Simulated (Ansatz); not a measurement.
C₈H₁₅NSi⁺, that is Si(vinyl)3(NMe2) with one electron fewer: single points at one geometry.

```yaml
crystal:
  periodic: [false, false, false]
  atoms:
    - {symbol: Si, position_ang: [0.087186, 0.423089, 0.047239]}
    - {symbol: C, position_ang: [0.132196, 0.687949, 1.912376]}
    - {symbol: C, position_ang: [-0.721319, 0.087128, 2.766114]}
    - {symbol: H, position_ang: [0.855864, 1.417572, 2.323805]}
    - {symbol: H, position_ang: [-1.470798, -0.638628, 2.403239]}
    - {symbol: H, position_ang: [-0.715703, 0.289158, 3.851839]}
    - {symbol: C, position_ang: [1.850037, 0.408315, -0.618927]}
    - {symbol: C, position_ang: [2.955873, 0.288107, 0.145677]}
    - {symbol: H, position_ang: [1.987214, 0.422846, -1.718475]}
    - {symbol: H, position_ang: [2.896731, 0.254691, 1.248622]}
    - {symbol: H, position_ang: [3.970998, 0.215875, -0.283984]}
    - {symbol: C, position_ang: [-0.879931, 1.817012, -0.764469]}
    - {symbol: C, position_ang: [-0.324648, 2.768813, -1.542066]}
    - {symbol: H, position_ang: [-1.961425, 1.894475, -0.539662]}
    - {symbol: H, position_ang: [0.751879, 2.761438, -1.788477]}
    - {symbol: H, position_ang: [-0.911185, 3.604056, -1.964095]}
    - {symbol: N, position_ang: [-0.762503, -1.085362, -0.277077]}
    - {symbol: C, position_ang: [-1.625805, -1.271451, -1.425992]}
    - {symbol: C, position_ang: [-0.231471, -2.328728, 0.251947]}
    - {symbol: H, position_ang: [-1.116875, -1.798113, -2.272792]}
    - {symbol: H, position_ang: [-1.985468, -0.297188, -1.811506]}
    - {symbol: H, position_ang: [-2.520960, -1.882831, -1.159703]}
    - {symbol: H, position_ang: [0.417881, -2.137002, 1.129488]}
    - {symbol: H, position_ang: [-1.052518, -3.006466, 0.586055]}
    - {symbol: H, position_ang: [0.374768, -2.894767, -0.499198]}
basis:
  gaussian: {orbitals: def2-TZVP, fitting: {mean_field: def2-universal-jkfit}, initial_orbitals: start.molden}
total_charge: 1
magnetization: {spin_polarized: true, initial_magnetization: 1}
hamiltonian: {xc: pbe, dispersion: d4}
scf: {omitted_lower_state_checks: [starts]}
output: {orbitals: {seedname: orbitals}}
```

The file start.molden holds the orbitals of an earlier run on this structure, at another level or in another basis.

```sh
$ ansatz run in.yaml --threads 2 --pin off --events-out ev --progress --plain --max-ram 22528MiB --backend cuda --devices 0, --max-vram 18GiB
```

Shortened log:

```
Functional definition: PBE
1075 factors; integrals over basis functions are off by at most 4.0e-1 eV
mean field evaluation 1: about -17885.4534 eV, gradient 9.5e0 eV
mean field evaluation 2: about -17885.7031 eV, gradient 3.8e-1 eV
mean field evaluation 4: about -17885.7142 eV, gradient 1.9e-1 eV
mean field evaluation 8: about -17885.7146 eV, gradient 2.1e-3 eV
mean field -17885.71461831 eV, -657.2878888502 hartree, gradient 6.9e-6 eV, S^2 0.753063; 0 other end points of the search recorded, 0 dependent functions left out
reference -17885.71467684 eV, -657.2878910011 hartree; 42, 41 occupied and 364, 365 virtual orbitals, 1075 factors
Total energy: -17886.39995731 eV, -657.3130745939 hartree
Checks for a lower state left out: starts
```

Hardware: 2 threads of AMD EPYC 7R13 on a shared host and a share (18 GiB) of an NVIDIA H100 80GB HBM3. Wall time 7 s, peak host memory 0.96 GiB.

First input, but with `gaussian: {orbitals: def2-SVP, initial_orbitals: start.molden}`, `hamiltonian: {xc: {name: LC-wPBE, parameters: {omega: 0.15/bohr}}}` (abridged; 4.9 s):

```
Functional definition: LC-wPBE
mean field -17875.74088115 eV, -656.9213607699 hartree, gradient 2.7e-5 eV, S^2 0.753561
Total energy: -17875.74088123 eV, -656.9213607728 hartree
Checks for a lower state left out: starts
```

As the first input, with `gaussian: {orbitals: def2-TZVP, fitting: {mean_field: def2-universal-jkfit}}`, `hamiltonian: {xc: pbe0, dispersion: d4}` (abridged; 8 s):

```
Functional definition: PBE0
mean field evaluation 16: about -17887.5698 eV, gradient 8.2e-4 eV
mean field -17887.56977190 eV, -657.3560644870 hartree, gradient 5.8e-5 eV, S^2 0.756436
Total energy: -17888.16407721 eV, -657.3779048044 hartree
Checks for a lower state left out: starts
```

The first input with `gaussian: {orbitals: def2-SVP, initial_orbitals: start.molden}`, `hamiltonian: {xc: {name: LC-wPBE, parameters: {omega: 0.2/bohr}}}` (abridged; 11 s):

```
Functional definition: LC-wPBE
mean field -17876.77733987 eV, -656.9594499253 hartree, gradient 2.4e-5 eV, S^2 0.754069
Total energy: -17876.77733991 eV, -656.9594499268 hartree
Checks for a lower state left out: starts
```

First input, but with `hamiltonian: {xc: {name: B3LYP}, dispersion: d4}` (abridged; 6 s):

```
Functional definition: B3LYP
mean field -17904.25498328 eV, -657.9692346956 hartree, gradient 1.5e-5 eV, S^2 0.755536
Total energy: -17905.33575309 eV, -658.0089522537 hartree
Checks for a lower state left out: starts
```

Geometry: PBE-D4/def2-SVP, that of the neutral singlet.

B3LYP takes the VWN-RPA correlation. Single mean-field runs in def2-TZVP are fitted with def2-universal-jkfit.
